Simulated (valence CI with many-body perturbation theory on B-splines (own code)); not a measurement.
Valence orbitals of Xe XXIV

Level of theory: configuration interaction combined with many-body perturbation theory (CI+MBPT): three valence electrons over a frozen Dirac-Fock core [Ar] 3d10, a basis of 11 s, 11 p, 9 d, 7 f, 5 g, 2 h, 1 i functions for each j, with the one-electron correlation potential Σ1, the two-electron term Σ2, the three-electron term Σ3, Breit, model QED; selected CI, second order for the rest (own B-spline code, finite nucleus).

No measured spectrum was set against this ion. As an estimate, levels hold to about 250 cm⁻¹ or 0.2 % of their energy and the worst to 1 %, as in measured heavy ions of charge 2 to 7; those with d or f electrons hold less well.

These are the spectroscopic orbitals of the CI (the correlating ones are not listed), shaped by the core and the other valence electrons. h is the expectation value of the core's Dirac-Fock operator, without the valence repulsion; Σ1 is computed up to l = 3 at one energy for each symmetry, that of its lowest orbital but kept below the first core excitation, so for empty shells it is not the orbital's own correlation shift; Breit and QED include the response of the core.

```tsv
Orbital	h (hartree)	Σ1 (cm⁻¹)	Breit (cm⁻¹)	QED (cm⁻¹)	⟨r⟩ (bohr)
4s1/2	-31.47	-12434	3318	2510	0.6402
5s1/2	-18.337	-4289	1428	1092	1.102
6s1/2	-12.023	-2022	728	563	1.693
7s1/2	-8.495	-1135	426	330	2.407
4p1/2	-29.517	-12543	5169	-82.9	0.6477
5p1/2	-17.419	-4397	2233	-34.6	1.129
6p1/2	-11.525	-2139	1178	-17.9	1.734
7p1/2	-8.1954	-1219	699	-10.5	2.463
4p3/2	-28.841	-11584	3228	166	0.6642
5p3/2	-17.114	-4166	1399	73.2	1.151
6p3/2	-11.362	-2049	776	39.1	1.760
7p3/2	-8.0971	-1175	462	23.4	2.494
4d3/2	-25.667	-11989	1972	-144	0.6718
5d3/2	-15.647	-4465	901	-63.4	1.188
6d3/2	-10.564	-2255	492	-34.1	1.824
4d5/2	-25.53	-11683	1130	-64.3	0.6762
5d5/2	-15.583	-4358	499	-27.3	1.193
6d5/2	-10.529	-2202	272	-14.4	1.831
4f5/2	-22.165	-11052	493	-58.5	0.6564
5f5/2	-14.111	-3774	241	-30.6	1.205
4f7/2	-22.144	-10852	75.0	-38.5	0.6576
5f7/2	-14.098	-3696	36.4	-19.9	1.206
5g7/2	-13.517		8.3	-4.2	1.122
5g9/2	-13.512		-10.6	0.1	1.122
```

Among the shells of the start configuration 4s2 4p1, Σ1 is largest in size for 4p1/2, where it is 0.19 % of h.

Lowest root of each symmetry, sizes in configuration state functions:

```tsv
J	Parity	Roots	Reference	Variational	Second order	Change by selected CI (cm⁻¹)	Change by second order (cm⁻¹)
1/2	even	9	52	7078	9222	-1216	0
3/2	even	13	82	12324	24661	-702	-1
5/2	even	13	84	14971	28698	-1165	-1
7/2	even	8	61	14308	36112	-1868	-2
9/2	even	4	41	9945	26487	-2210	-3
1/2	odd	7	54	6730	15368	-1710	0
3/2	odd	12	88	11575	14778	-1673	-1
5/2	odd	10	89	12971	27805	-1229	-2
7/2	odd	6	72	11223	32735	-1487	-2
9/2	odd	2	44	8198	30273	-1047	-4
```
